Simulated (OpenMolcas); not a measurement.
Ga: effect of the basis set

```json
{"Program": "OpenMolcas", "Method": "SS-RASPT2, IPEA 0.25 Eh, imaginary shift 0.1 Eh (closed shells correlated: 3d)", "Active space": "3 electrons in 9 orbitals (RAS2 4s 4p; RAS3 4d, at most 2 electrons)", "State averaging": "2S+1 = 4 odd, 1 root (0 in the spin-orbit step); 2S+1 = 2 odd, 3 roots; 2S+1 = 4 even, 3 roots; 2S+1 = 2 even, 5 roots", "Spin-orbit coupling": "RASSI with atomic mean-field integrals over the reference wave functions, term energies averaged over their components"}
```

A. ANO-RCC-VTZP [6s5p3d1f], DKH2, point nucleus; CASPT2 step roughly 3 core-seconds
B. ANO-RCC-VQZP [7s6p4d2f1g], DKH2, point nucleus; CASPT2 step about 6 core-seconds
C. ANO-R2 [6s5p4d3f1g], X2C, finite nucleus; CASPT2 step about 8 core-seconds
D. ANO-RCC [10s9p7d5f2g], DKH2, point nucleus; CASPT2 step about 19 core-seconds

Energies in cm⁻¹ above 4s² 4p ²P°_1/2, the measured ground level; measured values from NIST Handbook of Basic Atomic Spectroscopic Data.

```tsv
Level	A	B	C	D	Measured
4s² 4p ²P°_1/2	0.0	0.0	0.0	0.0	0.0
4s² 4p ²P°_3/2	826	829	794	827	826
4s 4p² ⁴P_1/2	36280	37100	37260	37310	
4s 4p² ⁴P_3/2	36560	37390	37530	37600	
4s 4p² ⁴P_5/2	37040	37870	37990	38070
```

Among A to D the level of the table that moves most is 4s 4p² ⁴P_1/2, by 1000 cm-1 (lowest in A, highest in D). Moves below CASPT2's spread within the term are not significant.

CASPT2 breaks the degeneracy within a term, and the mean is taken; among the terms shown or strongly mixed into the levels shown the widest spread is 11 cm-1 (4s² 4p ²P°, A). Some high roots are left out of the spin-orbit mixing, which shifts the levels that they would mix with. Active for correlation alone: 4d; no level in the range computed is led by a configuration that fills it, so any true level of that kind is missing (holds for A; B; C). The run also gave levels led by 4s² 4d, which use shells meant for correlation; these and all levels above them are left out (holds for D). Only configurations of the active space appear. Levels that lie high or do not pair safely by name in every column are left out.

° marks odd parity.
